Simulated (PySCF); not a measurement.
# SMILES [O-]/C=C(\C=O)[SiH3], [C₃H₅O₂Si]-, charge -1

Geometry:
```csv
atom,x (Å),y (Å),z (Å)
O1,1.136,-2.026,0.406
C2,1.411,-0.848,0.151
C3,0.482,0.220,0.081
Si4,-1.267,-0.203,0.398
C5,0.906,1.544,-0.220
O6,2.047,1.953,-0.451
H7,2.468,-0.568,-0.045
H8,-1.564,-0.758,1.758
H9,-1.881,-1.182,-0.556
H10,-2.109,1.037,0.286
H11,0.072,2.290,-0.244
```

Total charge -1.

Method: quadratic response CAM-B3LYP/def2-TZVPD first hyperpolarisability, Taylor convention, gas phase (PySCF). Geometry: PBE0-D3(BJ)/def2-TZVP.

For a gas-phase anion, states above the detachment energy (about 3.0 eV, taken as minus the energy of the highest occupied orbital) lie in the continuum and depend on the basis.

(1) What is the first hyperpolarisability, and how does it disperse?

(2) Which lowest excitations and polarisabilities go with it?

## Answers

(1) In au, Taylor convention; the vector part is βᵢ = ⅓ Σⱼ (βᵢⱼⱼ + βⱼᵢⱼ + βⱼⱼᵢ):
```
                   process  λ (nm)  β vector norm  β HRS  depolarisation ratio
           static β(0;0,0)       ∞          371.9  181.8                  3.30
second harmonic β(−2ω;ω,ω)    1907          385.4  192.0                  3.15
         Pockels β(−ω;ω,0)    1907          376.3      –                     –
second harmonic β(−2ω;ω,ω)    1064          416.7  219.1                  2.80
         Pockels β(−ω;ω,0)    1064          386.3      –                     –
```

(2) S1 4.15 eV (f = 0.001); S2 4.69 eV (f = 0.000); S3 4.82 eV (f = 0.219); isotropic α 86.1 au static, 86.5 au at 1907 nm, 87.5 au at 1064 nm, 87.9 au at 953.5 nm, 92.5 au at 532 nm.
